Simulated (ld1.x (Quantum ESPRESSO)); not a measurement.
**Which change was made? (Os, PAW)**

| Item | Value |
| --- | --- |
| Element | Os (Z = 76) |
| Generator | ld1.x (Quantum ESPRESSO) 7.5 |
| Type | PAW |
| Functional | PW91 |
| Relativity | scalar-relativistic |
| Frozen core | [Kr] 4d10 |
| Valence charge | 30 |
| Reference configuration | 4f14 5s2 5p6 5d6 6s1.5 6p0.5 |
| Partial waves | 5s (bound): rcut 1.30, rcutus 1.50 bohr; 6s (bound): rcut 1.30, rcutus 1.50 bohr; 5p (bound): rcut 1.85, rcutus 2.25 bohr; 6p (bound): rcut 1.85, rcutus 2.25 bohr; 5d (bound): rcut 2.35, rcutus 2.45 bohr; 5d channel at -0.1 Ry: rcut 2.35, rcutus 2.45 bohr; 4f (bound): rcut 0.75, rcutus 1.00 bohr; 4f channel at -2.7 Ry: rcut 0.75, rcutus 1.00 bohr |
| Local potential | all-electron potential smoothed inside 2.10 bohr (lloc = -1) |
| Core correction | Bessel-smoothed model core, default radius (core density twice the valence density) |
| Augmentation charge | PSQ, inside the norm-conserving radii |

Cutoffs, loose and tight: the cutoffs (Ry, on a coarse ladder) from which the occupation-weighted sum of valence levels, in a spherical-Bessel basis at the reference potential, stays within 10 and 1 mRy of its value at 400 Ry. They do not see the model core or the augmentation charge, which bear on the density cutoff. Test errors are all-electron minus pseudo excitation energies from the reference, over the configurations 4f14 5s2 5p6 5d6 6s2 6p0; 4f14 5s2 5p6 5d6 6s1 6p0; 4f14 5s2 5p6 5d6 6s0 6p0; 4f14 5s2 5p6 5d6 6s1 6p1; 4f13 5s2 5p6 5d7 6s2 6p0; 4f14 5s2 5p6 5d6 6s0 6p1; 4f13 5s2 5p6 5d7 6s1 6p0; variants that change the core or the reference have their own tests. The largest error is taken over the tests solved by every variant that gives reliable tests at all, those not shown here included: 4f14 5s2 5p6 5d6 6s0 6p0; 4f14 5s2 5p6 5d6 6s1 6p0; 4f14 5s2 5p6 5d6 6s1 6p1; 4f14 5s2 5p6 5d6 6s2 6p0.

The base gives: outcome: generated, overlap not positive; bound ghosts: not determined (overlap not positive); largest test error (meV): -5.6.

Problem. After one change the result is: outcome: failed: find_q: too many iterations. Which change was it?
A. all radii but the core radius scaled by about 1.30 (s 1.96, p 2.92, d 3.18, f 1.30 bohr, rcut 1.70/2.40/3.06/0.98); local potential all-electron potential smoothed inside 2.74 bohr (lloc = -1)
B. all radii but the core radius scaled by about 0.97 (s 1.46, p 2.18, d 2.38, f 0.96 bohr, rcut 1.26/1.80/2.28/0.72); local potential all-electron potential smoothed inside 2.04 bohr (lloc = -1)
C. all radii but the core radius scaled by about 1.10 (s 1.64, p 2.48, d 2.70, f 1.10 bohr, rcut 1.42/2.04/2.58/0.82); local potential all-electron potential smoothed inside 2.30 bohr (lloc = -1)

Solution. B. The others give: all radii but the core radius scaled by about 1.30 (s 1.96, p 2.92, d 3.18, f 1.30 bohr, rcut 1.70/2.40/3.06/0.98); local potential all-electron potential smoothed inside 2.74 bohr (lloc = -1) → outcome: failed: new_paw_hamiltonian: negative rho | all radii but the core radius scaled by about 1.10 (s 1.64, p 2.48, d 2.70, f 1.10 bohr, rcut 1.42/2.04/2.58/0.82); local potential all-electron potential smoothed inside 2.30 bohr (lloc = -1) → outcome: failed: run_pseudo: Errors in PS-KS equation. A file whose overlap is not positive is unfit for use, and its test errors describe a broken file.
